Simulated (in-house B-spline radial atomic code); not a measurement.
Configurations of the tellurium ion Te²⁺, with energies counted from [Kr] 4d10 5s2 5p2. Level of theory: scalar-relativistic (X2C) r2SCAN0, spin-polarised, spherical fractional occupations, exact exchange averaged over the configuration, Fermi nucleus of rms radius 4.7423 fm; calculated with an all-electron radial atomic-structure program (B-spline basis). Shells without spins written out take the highest spin.

Occupations are held fixed; configurations that lie above the ionisation limit could autoionise.

```tsv
configuration	E - E(ref) (eV)	highest orbital	its <r> (bohr)
[Kr] 4d10 4f1 5s2 5p1	19.113	4f up	4.571
[Kr] 4d10 4f1 5s1 5p2	26.808	4f up	4.204
[Kr] 4d9 5s2 5p3	40.111	5p up	2.226
[Kr] 4d9 5s2 5p2 6f1	66.01	6f up	12.06
[Ar] 3d9 4s2 4p6 4d10 5s2 5p3	576.32	5p up	2.207
```

Question: Order these further configurations by energy, lowest first.
A. [Kr] 4d10 5s1 5p2 5d1
B. [Kr] 4d10 5s1 5p2 5f1
C. [Ar] 3d9 4s2 4p6 4d10 4f1 5s2 5p2
D. [Ar] 3d10 4s2 4p5 4d10 5s2 5p2 6f1
E. [Ar] 3d9 4s2 4p6 4d10 5s2 5p2 5d1

Answer: A (20.558 eV), B (29.775 eV), D (143.6 eV), E (590.96 eV), C (597.25 eV).

Question: How far above the reference does [Kr] 4d10 5s1 5p2 6f1 lie?

Answer: 31.668 eV; its least bound orbital is 6f up with <r> = 12.69 bohr.
